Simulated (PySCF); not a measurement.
C8H13P.
Bonds: C1–C2 (double), C2–C3, C3–C4, C4–P5, P5–C6, C6–C7, C7–C8, P5–C9, C3–C9, C6–C8. Hydrogens: H10, H11 on C1; H12 on C2; H13 on C3; H14, H15 on C4; H16 on C6; H17, H18 on C7; H19, H20 on C8; H21, H22 on C9.

Probes without a nucleus sit at each ring's centroid and 1 Å off its mean plane on both sides; NICS is minus the shielding there, NICSzz its component along the normal. Level: GIAO PBE0/pcSseg-1 (PySCF, non-relativistic, gas phase) on the GFN2-xTB geometry, one conformer.

Rings: 1. C3–C4–P5–C9; 2. C6–C7–C8.

```tsv
set	NICS(0)	NICS(1), two faces	NICS(1)zz, two faces
P	2.7	1.1 / 0.1	8.0 / 6.1
Q	-43.9	-8.5 / -8.5	-22.4 / -23.8
```

Which set (ppm) belongs to which ring?

P = 1, Q = 2.
- 1 (4-membered ring with P; formal bonds all single): mean NICS(1)zz 7.1 ppm, deshielded. C3, C4, C9 have four or more neighbours, and the NICS criterion for π rings isn't applied.
- 2 (3-membered carbocycle; formal bonds all single): mean NICS(1)zz -23.1 ppm, shielded. C6, C7, C8 have four or more neighbours, and the NICS criterion for π rings isn't applied.

How do the rings differ in shape?

```json
{"ring": "1", "bond lengths (Å)": "1.544, 1.878, 1.879, 1.544", "rms pucker (Å)": "0.09", "HOMA": "–", "nearest outside atom to a NICS(1) probe (Å)": "hydrogen 1.52"}
{"ring": "2", "bond lengths (Å)": "1.503, 1.492, 1.503", "rms pucker (Å)": "0.00", "HOMA": "–", "nearest outside atom to a NICS(1) probe (Å)": "hydrogen 1.44"}
```

Hardware: one thread of an Arm Neoverse V1, on a shared host. Cost: 69 s. This is the whole shielding run at PBE0/pcSseg-1, SCF included.

Conformer computed: `[CH2:1]=[CH:2][CH:3]1[CH2:4][P:5]([CH:6]2[CH2:7][CH2:8]2)[CH2:9]1`: C1–C2–C3–C4 -126°, C4–P5–C6–C7 -113°.
